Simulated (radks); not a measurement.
Mg2+, configuration [He] 2s2 2p5 7d1 (not the ground configuration).

Method: scalar-relativistic Kohn-Sham, r2SCAN, spin-unpolarised, spherical densities, finite nucleus; meta-GGA in the generalised Kohn-Sham scheme; Fermi nuclear charge, rms radius 3.057 fm; computed with a radial shooting solver on a logarithmic mesh with Libxc functionals.

Energy parts (hartree):
part                      energy
total                 -196.61162
kinetic                196.91326
electron-nucleus      -455.88319
Hartree                 77.45220
exchange-correlation   -15.09388

Orbitals (lengths in bohr, moments of r in powers of bohr):
orbital	occ.	eigenvalue (hartree)	<r>
1s	2	-48.68375	0.1305
2s	2	-4.78750	0.6695
2p	5	-3.51709	0.6407
7d	1	-0.08232	22.90

The highest occupied level is 7d at -2.240 eV. Summed over all electrons, <r^2> = 593.2 bohr^2, which gives a Langevin (diamagnetic) susceptibility term of -470 x 10^-6 cm^3/mol. The density falls to 0.001 e/bohr^3 at r = 2.07 bohr.
